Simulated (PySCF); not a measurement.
Computed IR spectrum (relative IR intensity) of a molecule C6H6O. Geometry optimised at ωB97X-D3(BJ)/def2-SVP. The values are those of a single conformer. All values below come from ωB97X-D3(BJ)/def2-SVP run with PySCF 2.14.0. No scaling factor is applied to the harmonic values.

| ν (cm⁻¹) | relative intensity |
|---|---|
| 116 | 6.2 |
| 265 | 4.0 |
| 529 | 18 |
| 701 | 23 |
| 751 | 5.8 |
| 760 | 18 |
| 941 | 13 |
| 1058 | 43 |
| 1084 | 6.3 |
| 1300 | 3.3 |
| 1339 | 23 |
| 1424 | 5.0 |
| 1430 | 4.4 |
| 1499 | 3.9 |
| 1875 | 100 |
| 2272 | 5.8 |
| 2986 | 42 |
| 3485 | 47 |

Q: Pick the molecule that these values belong to.
(A) C#CC1(C=O)CC1
(B) O=C1C=CC=CC1
(C) C#C[C@@H]1CC(=C)O1
(D) C=Cc1ccco1

A: A, C#CC1(C=O)CC1
